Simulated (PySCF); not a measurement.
SMILES C[Si](C)(C)CB(O)O (C4H13BO2Si), GFN2-xTB optimised geometry.

```
21

C     -0.95    -1.55    -1.56
Si    -0.30    -0.67     0.00
C      1.61    -0.67     0.00
C     -0.93     1.14     0.00
C     -0.96    -1.58     1.55
B     -0.50    -0.86     2.88
O      0.59    -1.32     3.55
O     -1.12     0.25     3.39
H     -0.62    -2.58    -1.61
H     -0.60    -1.05    -2.46
H     -2.04    -1.56    -1.60
H      1.99    -0.24     0.92
H      2.00    -1.68    -0.08
H      2.01    -0.09    -0.83
H     -0.58     1.68    -0.88
H     -2.01     1.19     0.00
H     -0.57     1.68     0.87
H     -0.59    -2.60     1.53
H     -2.04    -1.63     1.49
H      0.81    -0.80     4.32
H     -1.87     0.56     2.89
```

Density from PBE0/def2-SVP run with PySCF at that geometry.

Minimum of the electron density along straight lines between bonded atoms, close to the bond critical point (lines longer than 1.1 times the sum of covalent radii, or with two minima, are not listed):

```json
[
 {"bond": "C1–Si2", "length / Å": "1.910", "ρ at the minimum / e bohr⁻³": "0.109", "∇²ρ there / e bohr⁻⁵": "0.31", "position (fraction from the first atom)": "0.62"},
 {"bond": "Si2–C3", "length / Å": "1.906", "ρ at the minimum / e bohr⁻³": "0.110", "∇²ρ there / e bohr⁻⁵": "0.32", "position (fraction from the first atom)": "0.38"},
 {"bond": "Si2–C4", "length / Å": "1.914", "ρ at the minimum / e bohr⁻³": "0.108", "∇²ρ there / e bohr⁻⁵": "0.30", "position (fraction from the first atom)": "0.38"},
 {"bond": "Si2–C5", "length / Å": "1.915", "ρ at the minimum / e bohr⁻³": "0.106", "∇²ρ there / e bohr⁻⁵": "0.30", "position (fraction from the first atom)": "0.38"},
 {"bond": "C5–B6", "length / Å": "1.582", "ρ at the minimum / e bohr⁻³": "?", "∇²ρ there / e bohr⁻⁵": "?", "position (fraction from the first atom)": "0.68"},
 {"bond": "B6–O7", "length / Å": "1.352", "ρ at the minimum / e bohr⁻³": "0.207", "∇²ρ there / e bohr⁻⁵": "?", "position (fraction from the first atom)": "0.33"},
 {"bond": "B6–O8", "length / Å": "1.367", "ρ at the minimum / e bohr⁻³": "0.198", "∇²ρ there / e bohr⁻⁵": "1.08", "position (fraction from the first atom)": "0.33"},
 {"bond": "C1–H9", "length / Å": "1.085", "ρ at the minimum / e bohr⁻³": "0.272", "∇²ρ there / e bohr⁻⁵": "-0.96", "position (fraction from the first atom)": "0.62"},
 {"bond": "C1–H10", "length / Å": "1.085", "ρ at the minimum / e bohr⁻³": "0.272", "∇²ρ there / e bohr⁻⁵": "-0.97", "position (fraction from the first atom)": "0.62"},
 {"bond": "C1–H11", "length / Å": "1.086", "ρ at the minimum / e bohr⁻³": "0.271", "∇²ρ there / e bohr⁻⁵": "-0.96", "position (fraction from the first atom)": "0.62"},
 {"bond": "C3–H12", "length / Å": "1.085", "ρ at the minimum / e bohr⁻³": "0.272", "∇²ρ there / e bohr⁻⁵": "-0.97", "position (fraction from the first atom)": "0.62"},
 {"bond": "C3–H13", "length / Å": "1.086", "ρ at the minimum / e bohr⁻³": "0.271", "∇²ρ there / e bohr⁻⁵": "-0.97", "position (fraction from the first atom)": "0.62"},
 {"bond": "C3–H14", "length / Å": "1.086", "ρ at the minimum / e bohr⁻³": "0.271", "∇²ρ there / e bohr⁻⁵": "-0.96", "position (fraction from the first atom)": "0.62"},
 {"bond": "C4–H15", "length / Å": "1.086", "ρ at the minimum / e bohr⁻³": "0.271", "∇²ρ there / e bohr⁻⁵": "-0.96", "position (fraction from the first atom)": "0.62"},
 {"bond": "C4–H16", "length / Å": "1.087", "ρ at the minimum / e bohr⁻³": "0.270", "∇²ρ there / e bohr⁻⁵": "-0.95", "position (fraction from the first atom)": "0.62"},
 {"bond": "C4–H17", "length / Å": "1.086", "ρ at the minimum / e bohr⁻³": "0.271", "∇²ρ there / e bohr⁻⁵": "-0.96", "position (fraction from the first atom)": "0.62"},
 {"bond": "C5–H18", "length / Å": "1.087", "ρ at the minimum / e bohr⁻³": "0.269", "∇²ρ there / e bohr⁻⁵": "-0.94", "position (fraction from the first atom)": "0.62"},
 {"bond": "C5–H19", "length / Å": "1.090", "ρ at the minimum / e bohr⁻³": "0.265", "∇²ρ there / e bohr⁻⁵": "-0.90", "position (fraction from the first atom)": "0.62"},
 {"bond": "O7–H20", "length / Å": "0.958", "ρ at the minimum / e bohr⁻³": "0.358", "∇²ρ there / e bohr⁻⁵": "-2.39", "position (fraction from the first atom)": "0.81"},
 {"bond": "O8–H21", "length / Å": "0.955", "ρ at the minimum / e bohr⁻³": "0.362", "∇²ρ there / e bohr⁻⁵": "-2.43", "position (fraction from the first atom)": "0.81"}
]
```

### Question
Complete the blanks.

### Answer

- C5–B6, ρ at the minimum / e bohr⁻³: 0.178
- C5–B6, ∇²ρ there / e bohr⁻⁵: -0.17
- B6–O7, ∇²ρ there / e bohr⁻⁵: 1.18
